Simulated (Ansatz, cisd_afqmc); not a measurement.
System: As2, charge 0, singlet. As2 (SMILES [As]#[As]).
B3LYP-D3(BJ)/def2-TZVP minimum from Ansatz (an electronic-structure program):
```
As
As 1 2.1041
```
Charge 0, spin multiplicity 1.

Total energies in cc-pVDZ, 10 correlated electrons, 28 frozen orbitals. UHF or UKS for unpaired electrons; spin-orbit terms are left out. Correlated methods leave the cores frozen (noble-gas shells, and filled d and f shells in the p block). No relativity. The Monte Carlo rows (phaseless AFQMC, CISD trial, step 0.005/hartree) carry one-sigma bars that omit the constraint's bias. Outlying blocks are dropped, and bars are widened where a walk drifts. Over all cases where full CI ran beside it in this data, AFQMC minus full CI had a median of +0.1 mEh and passed +0.4 mEh in a tenth of the cases. UCISD starts from a broken-symmetry determinant. The restricted determinant of As2 ([As]#[As], singlet) is unstable towards broken spin symmetry in at least one set run.

| method | program | energy (Eh) | minus CCSDTQ (mEh) |
|---|---|---|---|
| HF | Ansatz | -4468.34709 | 237.95 |
| MP2 | Ansatz | -4468.55654 | 28.50 |
| CCSD | Ansatz | -4468.56977 | 15.27 |
| CCSD(T) | Ansatz | -4468.58285 | 2.19 |
| UCCSD(T) | Ansatz | -4468.58307 | 1.97 |
| CCSDT(Q) | Ansatz | -4468.58519 | -0.15 |
| CCSDTQ | Ansatz | -4468.58504 | 0.00 |
| AFQMC/CISD | cisd_afqmc | -4468.5838 ± 0.0006 | 1.2 ± 0.6 |
| AFQMC/UCISD | cisd_afqmc | -4468.5824 ± 0.0009 | 2.6 ± 0.9 |

Rough core times of Ansatz's runs on a shared machine: CCSD(T) under 20 s, UCCSD(T) 40 s, CCSDT(Q) under 20 s, CCSDTQ 90 s.
